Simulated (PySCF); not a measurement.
Frontier orbitals and the lowest excitations

C5H9N3.
Structure used (GFN2-xTB), in Å, numbered top down from 1:
```
atom  x, y, z in Å
C1    -1.8976    0.3948   -0.8158
C2    -1.6089    0.0138    0.6302
C3    -0.4611   -0.9948    0.7326
N4     0.7771   -0.4095    0.3085
N5     1.4573    0.4173    1.0629
C6     2.4986    0.7684    0.3220
C7     2.3942    0.1077   -0.9036
N8     1.2914   -0.6273   -0.8757
H9    -2.1988   -0.4799   -1.3873
H10   -1.0137    0.8192   -1.2857
H11   -2.6965    1.1302   -0.8619
H12   -1.3411    0.9029    1.2041
H13   -2.4986   -0.4273    1.0823
H14   -0.3431   -1.3234    1.7681
H15   -0.6472   -1.8546    0.0863
H16    3.2445    1.4458    0.6818
H17    3.0366    0.1288   -1.7588
```

Level of theory: TDDFT wB97X-D/def2-SVPD, vertical, gas phase, core orbitals frozen in the response in PySCF 2.14.0, density-fitted response routines.

Frontier orbitals with the atoms that hold most of them (Löwdin shares over 4%, at most four atoms; ? is withheld):

```csv
orbital,ε (eV),atoms
HOMO-3,-11.21,"N5 26%, N8 24%, C6 13%, C7 12%"
HOMO-2,-10.38,"N8 41%, N5 40%, C7 5%, C6 5%"
HOMO-1,-10.25,"N5 33%, N8 32%, C6 12%, C7 11%"
HOMO,-9.41,?
LUMO,?,?
LUMO+1,2.49,"C1 16%, C6 11%, C2 10%, C7 10%"
LUMO+2,2.95,"C7 21%, C6 19%, H17 12%, H16 11%"
```

(1) Which atoms hold the HOMO, and with what shares?

(2) Give the leading atoms of the LUMO.

(3) What is the LUMO energy, and the HOMO–LUMO gap?

Results:

(1) N4 (bonded to C and 2 N) 24%; C7 (bonded to C, N and H) 24%; C6 (bonded to C, N and H) 23%; N8 (bonded to C and N) 6%. By element: carbon 47% or more, nitrogen 30% or more.

(2) N5 (bonded to C and N) 23%; N8 (bonded to C and N) 23%; N4 (bonded to C and 2 N) 20%; C6 (bonded to C, N and H) 10%. By element: nitrogen 65%, carbon 10% or more.

(3) ε(LUMO) = 1.68 eV; the gap is 11.09 eV (0.4076 hartree).

Question: The HOMO–LUMO gap is 11.09 eV. Where does the response calculation put the lowest singlet, and from which orbitals?

Answer: S1 is at 6.49 eV (f = 0.0003), 4.61 eV below the gap, made of HOMO-2→LUMO (95%). Its leading pair isn't HOMO and LUMO; the energies of that pair differ by 12.06 eV. Without the coupling terms of the response equations the lowest excitation would equal the gap.

Question: One configuration dominates each of S1, S2 and S4. Which, and how do the shares of the two leading atoms of either orbital change from the occupied to the empty one?

Answer: 
- S1 (6.49 eV, f 0.0003), HOMO-2→LUMO (95%): N8 41% → 23%, N5 40% → 23%
- S2 (6.63 eV, f 0.207), HOMO→LUMO (91%): N4 24% → 20%, C7 24% → at most 11%, N5 at most 6% → 23%, N8 6% → 23%
- S4 (7.55 eV, f 0.018), HOMO-1→LUMO (74%): N5 33% → 23%, N8 32% → 23%

Hardware: an Arm Neoverse V2 with one thread, shared host. Cost: 50 s wall, 0.98 GiB resident at most.

One conformer stands for the species.
